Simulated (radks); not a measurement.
Values are calculated unless marked as measured or tabulated.
Species: Bi. Configuration: [Xe] 4f14 5d10 6s1 6p4 (not the ground configuration). Code: a radial shooting solver on a logarithmic mesh with Libxc functionals. Model: scalar-relativistic Kohn-Sham, SCAN, spin-polarised, spherical densities, finite nucleus; open shells are filled with parallel spins first (spin-orbit coupling, left out, can overturn this in heavy ions); meta-GGA in the generalised Kohn-Sham scheme; Fermi nuclear charge, rms radius 5.5211 fm. Some entries of the table are withheld. Estimate them.

orbital  occ.  eigenvalue (eV)  r(max) (bohr)
1s up       1        -90725.50       0.009660
1s down     1        -90725.43       0.009660
2s up       1        -16333.41        0.05615
2s down     1        -16333.37        0.05615
2p up       3        -13972.20        0.04691
2p down     3        -13972.15        0.04691
3s up       1        -3957.665         0.1583
3s down     1        -3957.629         0.1583
3p up       3        -3279.463         0.1587
3p down     3        -3279.419         0.1587
3d up       5        -2595.749         0.1296
3d down     5        -2595.698         0.1296
4s up       1        -916.5676         0.3559
4s down     1        -916.5286         0.3559
4p up       3        -693.3657         0.3757
4p down     3        -693.3287         0.3757
4d up       5        -436.9616         0.3814
4d down     5        -436.8964         0.3814
5s down     1        -162.2481         0.7710
5s up       1        -162.1092         0.7708
4f up       7        -155.7814         0.3425
4f down     7        -155.6668         0.3425
5p down     3         -99.7576         0.8618
5p up       3         -99.5551         0.8609
5d up       5              (1)          1.028
5d down     5              (2)          1.026
6s up       1              (3)          1.872
6p up       3          -6.3955          2.365
6p down     1          -3.9397          2.480

Answer. 
(1) 5d up eigenvalue (eV): -29.2868
(2) 5d down eigenvalue (eV): -28.8936
(3) 6s up eigenvalue (eV): -16.9707
